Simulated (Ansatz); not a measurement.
Ansatz (a quantum-chemistry and plane-wave program) input (CCSD(T)/def2-SVPD):

Ansatz 0.2 input:
```yaml
crystal:
  periodic: [false, false, false]
  atoms:
    - {symbol: O, position_ang: [-0.00000000, -0.00000000, -0.89733765]}
    - {symbol: Si, position_ang: [0.00000000, 0.00000000, 0.64592666]}
    - {symbol: H, position_ang: [-0.00000000, -0.00000000, -1.86427210]}
basis:
  gaussian:
    orbitals: def2-SVPD
magnetization: {spin_polarized: true, initial_magnetization: 1}
correlation: {method: ccsd_t, electrons: outside_noble_gas}
```

End of the output:

```
determinant -9907.19783883 eV, -364.0828052371 hartree, with singles and doubles -9915.25043543 eV, -364.3787327038 hartree
6 core orbitals not correlated
reference -9910.17576768 eV, -364.1922421040 hartree; 6, 5 occupied and 43, 44 virtual orbitals, 530 factors
second order -7.09507897 eV of doubles, -0.00000000 eV of singles
coupled cluster: 0.14 GiB planned
cycle   1  -7.59985387 eV  change   -1.1e-1 eV  update   2.0e-2
cycle   2  -7.61182185 eV  change   -1.2e-2 eV  update   5.9e-3
cycle   3  -7.61328876 eV  change   -1.5e-3 eV  update   2.7e-3
cycle   4  -7.61470379 eV  change   -1.4e-3 eV  update   7.1e-4
cycle   5  -7.61509564 eV  change   -3.9e-4 eV  update   2.3e-4
cycle   6  -7.61522263 eV  change   -1.3e-4 eV  update   8.1e-5
cycle   7  -7.61525183 eV  change   -2.9e-5 eV  update   2.7e-5
cycle   8  -7.61525753 eV  change   -5.7e-6 eV  update   9.4e-6
perturbative correction -0.21730874 eV, -0.0079859489 hartree
Total energy: -9918.00833395 eV, -364.4800836051 hartree
```

This state (charge 0, doublet) is run at the relaxed geometry of the species with charge 1 and multiplicity 1.
